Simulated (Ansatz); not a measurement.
One change: `C=C(F)[Te]C` becomes `C=NC(=C)F`.

Ansatz, PBE0-D4/def2-TZVP geometries, multiplicity 1. Each molecule was computed in one conformer, which needn't be the lowest.

Elements past krypton have def2 core potentials.

| property | `C=C(F)[Te]C` |
| --- | --- |
| HOMO energy (B3LYP/def2-TZVPP) / eV | -5.89 |
| LUMO energy (B3LYP/def2-TZVPP) / eV | -1.07 |
| size of the dipole moment (ωB97M-V/def2-TZVPP) / D | 1.10 |
| HOMO energy (PBE0/def2-TZVPP) / eV | -6.09 |
| LUMO energy (PBE/def2-TZVPP) / eV | -1.67 |
| HOMO energy (PBE/def2-TZVPP) / eV | -5.06 |

Question: Give the same properties after the change, and the shifts. (Best estimate.)

Answer: Ansatz gave: 
```csv
property,`C=NC(=C)F`,shift
HOMO energy (B3LYP/def2-TZVPP) / eV,-7.19,-1.30
LUMO energy (B3LYP/def2-TZVPP) / eV,-1.82,-0.75
size of the dipole moment (ωB97M-V/def2-TZVPP) / D,0.74,-0.36
HOMO energy (PBE0/def2-TZVPP) / eV,-7.39,-1.30
LUMO energy (PBE/def2-TZVPP) / eV,-2.56,-0.89
HOMO energy (PBE/def2-TZVPP) / eV,-6.34,-1.28
```

With PBE0 the HOMO falls by 1.30 eV and the LUMO falls by 0.75 eV, so the gap widens by about 0.55 eV. PBE moves the HOMO by -1.28 eV and ωB97M-V by -1.32 eV. Dipoles are sizes alone; their direction can turn.

B3LYP here is the variant with VWN-RPA as its local correlation; programs differ in this.

Spin–orbit coupling is left out; it splits and shifts lone-pair levels of the heavy atoms by tenths of an eV.
